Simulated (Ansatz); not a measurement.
A set of 12 reactions (stannylene extrusion), with CCSD(T)/CBS values in kJ/mol:

| reaction | ΔE |
| --- | --- |
| `C[O][SnH]([F])[O]C` → `C[O][Sn][O]C` + H–F | 20.6 |
| `C[O][SnH]([F])[O]C` → `C[O][Sn][F]` + CH₃OH | -28.0 |
| `[F][Sn]([Cl])([Cl])[Br]` → Cl₂ + `[F][Sn][Br]` | 291.1 |
| `[F][SnH]([F])[SiH3]` → `[F][Sn][F]` + SiH₄ | -24.0 |
| `[F][Sn]([Cl])([Cl])[Br]` → `[Cl][Sn][Cl]` + `FBr` | 351.3 |
| `C[NH][SnH]([F])[Cl]` → `[F][Sn][Cl]` + CH₃NH₂ | -36.6 |
| `C[S][Sn]([Cl])([Cl])[S]C` → Cl₂ + `C[S][Sn][S]C` | 354.6 |
| `[Cl][SnH]([Cl])[Cl]` → `[Cl][Sn][Cl]` + HCl | 45.0 |
| `[OH][SnH]([Br])[Br]` → HBr + `[OH][Sn][Br]` | 70.9 |
| `[F][Sn]([Cl])([Cl])[Br]` → `ClBr` + `[F][Sn][Cl]` | 264.1 |
| `C[S][Sn]([Cl])([Cl])[S]C` → `[Cl][Sn][Cl]` + `CSSC` | 110.8 |
| `[OH][SnH]([Br])[Br]` → `[Br][Sn][Br]` + H₂O | -13.7 |

Computed with Ansatz on PBE0-D4/def2-TZVP structures; ΔE is electronic, products minus reactants. CBS: MP2 limit from def2 TZ/QZ plus the TZ coupled-cluster correction, frozen cores. This one scheme is used for every species. DFT in def2-TZVPP. B3LYP here is the variant with VWN-RPA as its local correlation; programs differ in this. def2 core potentials past Kr. For Br, Sn outer-core shells are correlated without core-valence functions, which leaves a few kJ/mol of doubt a bond. Scalar relativity is left out up to krypton. One conformer a species, not always the lowest.

Task: Give the mean, mean absolute and largest difference (level minus CCSD(T)/CBS, kJ/mol) for: r2SCAN-D4, B3LYP-D4, ωB97M-V, B2PLYP, r2SCAN, B3LYP, MP2/def2-TZVPP, SCS-MP2/def2-TZVPP, CCSD/def2-TZVPP, CCSD(T)/def2-TZVPP, HF/def2-QZVPP, MP2/def2-QZVPP, SCS-MP2/def2-QZVPP, MP2/CBS(def2). (Estimate.)

Result: The calculation gave: 
```csv
level,mean,mean absolute,largest
r2SCAN-D4,-3.2,4.5,-13.0
B3LYP-D4,-29.9,29.9,-45.8
ωB97M-V,-6.6,6.7,-18.2
B2PLYP,-24.3,24.3,-33.4
r2SCAN,-5.6,6.5,-18.2
B3LYP,-43.8,43.8,-60.5
MP2/def2-TZVPP,0.2,5.8,11.0
SCS-MP2/def2-TZVPP,-8.1,8.1,-13.8
CCSD/def2-TZVPP,-3.2,3.3,-10.2
CCSD(T)/def2-TZVPP,-1.1,2.8,-9.6
HF/def2-QZVPP,0.0,10.1,-25.7
MP2/def2-QZVPP,0.9,6.6,13.2
SCS-MP2/def2-QZVPP,-6.0,6.2,-13.1
MP2/CBS(def2),1.3,7.6,15.3
```

The largest T1 diagnostic in the set is 0.017, for `C[O][Sn][F]` (customary mark 0.02).

CCSD(T)/CBS is a level of theory with its own doubt, and the functionals carry their triple-zeta basis error, so these figures describe this set and don't rank the functionals.
